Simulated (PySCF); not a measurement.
Isomers of C8H12Si.

All values: PBE0/pcSseg-1 (PySCF) at GFN2-xTB geometries, gas phase, one conformer each.

Problem. Rank by HOMO energy, lowest first.
A. `[CH3:1][CH2:2][CH2:3][C:4]#[C:5][C:6]1=[CH:7][CH2:8][SiH2:9]1` with C1–C2–C3–C4 65°
B. `[CH2:1]=[C:2]([CH3:3])[C@:4]1([C:5]#[C:6][CH3:7])[CH2:8][SiH2:9]1` with C1–C2–C4–C5 164°
C. `[CH2:1]=[CH:2][C:3]1=[CH:4][C:5]([CH3:6])=[CH:7][CH2:8][SiH2:9]1` with C1–C2–C3–C4 180°
D. `[CH2:1]=[CH:2][C:3]1=[CH:4][SiH2:5][CH:6]=[CH:7][CH2:8][CH2:9]1` with C1–C2–C3–C4 170°, C3–C4–Si5–C6 44°, C4–Si5–C6–C7 -25°, C6–C7–C8–C9 -19°, C7–C8–C9–C3 83°

Solution. D (-6.73 eV), A (-6.51 eV), C (-6.03 eV), B (-5.87 eV).

Problem. Rank by HOMO–LUMO gap, lowest first.
A. `CC(C)C#CC1=CC[SiH2]1`
B. `[CH2:1]=[C:2]=[C:3]([C:4]#[C:5][SiH2:6][CH3:7])[CH2:8][CH3:9]` with C2–C3–C8–C9 -112°
C. `[CH2:1]=[CH:2][C:3]1=[CH:4][C:5]([CH3:6])=[CH:7][SiH2:8][CH2:9]1` with C1–C2–C3–C4 180°
D. `[CH2:1]=[CH:2][C:3]1=[CH:4][SiH2:5][CH:6]=[CH:7][CH2:8][CH2:9]1` with C1–C2–C3–C4 170°, C3–C4–Si5–C6 44°, C4–Si5–C6–C7 -25°, C6–C7–C8–C9 -19°, C7–C8–C9–C3 83°

Solution. C (4.56 eV), D (5.55 eV), A (5.88 eV), B (6.03 eV).

All values together:

```
                   SMILES  μ (D)  HOMO (eV)  LUMO (eV)  lowest IAO charge (e)  highest IAO charge (e)  lowest Hirshfeld charge (e)  highest Hirshfeld charge (e)
     CC(C)C#CC1=CC[SiH2]1   0.14      -6.52      -0.64             -0.537 (C)             +0.757 (Si)                   -0.165 (C)                   +0.353 (Si)
      C=C=C(C#C[SiH2]C)CC   0.87      -6.78      -0.75             -0.715 (C)             +0.792 (Si)                   -0.209 (C)                   +0.361 (Si)
      C=CC1=CCC=CC[SiH2]1   0.87      -6.50      -0.93             -0.541 (C)             +0.739 (Si)                   -0.157 (C)                   +0.331 (Si)
       CCCC#CC1=CC[SiH2]1   0.19      -6.51      -0.63             -0.537 (C)             +0.756 (Si)                   -0.165 (C)                   +0.354 (Si)
C=C(C)[C@]1(C#CC)C[SiH2]1   1.05      -5.87      -0.39             -0.507 (C)             +0.658 (Si)                   -0.159 (C)                   +0.318 (Si)
      C=CC1=C[SiH2]C=CCC1   1.33      -6.73      -1.18             -0.458 (C)             +0.738 (Si)                   -0.157 (C)                   +0.322 (Si)
    C=CC1=CC(C)=C[SiH2]C1   0.70      -6.14      -1.58             -0.559 (C)             +0.768 (Si)                   -0.160 (C)                   +0.337 (Si)
    C=CC1=CC(C)=CC[SiH2]1   0.92      -6.03      -1.49             -0.550 (C)             +0.742 (Si)                   -0.159 (C)                   +0.336 (Si)
```

Conformers: `[CH2:1]=[C:2]=[C:3]([C:4]#[C:5][SiH2:6][CH3:7])[CH2:8][CH3:9]` with C2–C3–C8–C9 -112°; `[CH2:1]=[CH:2][C:3]1=[CH:4][CH2:5][CH:6]=[CH:7][CH2:8][SiH2:9]1` with C1–C2–C3–C4 175°, C3–C4–C5–C6 -61°, C4–C5–C6–C7 81°, C6–C7–C8–Si9 -67°, C7–C8–Si9–C3 46°; `[CH3:1][CH2:2][CH2:3][C:4]#[C:5][C:6]1=[CH:7][CH2:8][SiH2:9]1` with C1–C2–C3–C4 65°; `[CH2:1]=[C:2]([CH3:3])[C@:4]1([C:5]#[C:6][CH3:7])[CH2:8][SiH2:9]1` with C1–C2–C4–C5 164°; `[CH2:1]=[CH:2][C:3]1=[CH:4][SiH2:5][CH:6]=[CH:7][CH2:8][CH2:9]1` with C1–C2–C3–C4 170°, C3–C4–Si5–C6 44°, C4–Si5–C6–C7 -25°, C6–C7–C8–C9 -19°, C7–C8–C9–C3 83°; `[CH2:1]=[CH:2][C:3]1=[CH:4][C:5]([CH3:6])=[CH:7][SiH2:8][CH2:9]1` with C1–C2–C3–C4 180°; `[CH2:1]=[CH:2][C:3]1=[CH:4][C:5]([CH3:6])=[CH:7][CH2:8][SiH2:9]1` with C1–C2–C3–C4 180°.
